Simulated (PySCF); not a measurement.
BiHF₂, SMILES [F][BiH][F].

The structure is a stationary point at PBE0-D3(BJ)/def2-TZVP. The def2 effective core potentials stand for the cores of Bi; spin–orbit coupling is left out.

Computed with r2SCAN/def2-TZVPD (PySCF).

Symmetry labels are those of the subgroup Cs that the program uses (full group Cs).

Computed valence orbital energies around the gap with their symmetry:
```
orbital  symmetry  energy (eV)
-------  --------  -----------
HOMO−7         A'       -16.33
HOMO−6         A"       -10.72
HOMO−5         A'       -10.39
HOMO−4         A'        -9.98
HOMO−3         A"        -9.37
HOMO−2         A'        -9.31
HOMO−1         A"        -9.29
HOMO           A'        -7.58
LUMO           A"        -2.28
LUMO+1         A'        -2.10
LUMO+2         A'        -0.65
LUMO+3         A'         1.28
```
